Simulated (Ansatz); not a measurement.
A structure relaxed at PBE-D4/def2-SVP in Ansatz, charge 0, singlet:

```csv
atom,x (Å),y (Å),z (Å)
Re1,0.0758,-0.0535,0.0114
O2,0.9218,0.4004,1.4328
O3,-0.3719,-1.7037,0.1477
O4,1.1332,0.1147,-1.3287
Cl5,-1.7589,1.2422,-0.2632
```

Question: Give its formula, name or SMILES and point group.

Answer: ReO3Cl (ReClO₃). Point group C3v (tolerance 0.1 Å).

Question: Summarise the bond lengths by kind (pairs closer than 1.2 times the sum of covalent radii, bridged metal pairs left out).

Answer: 3 × O–Re 1.72 Å; 1 × Cl–Re 2.26 Å. The metal has 4 neighbours: O 1.72 Å, O 1.72 Å, O 1.72 Å, Cl 2.26 Å.

In the def2 sets Re takes a core potential; there is no spin–orbit coupling.
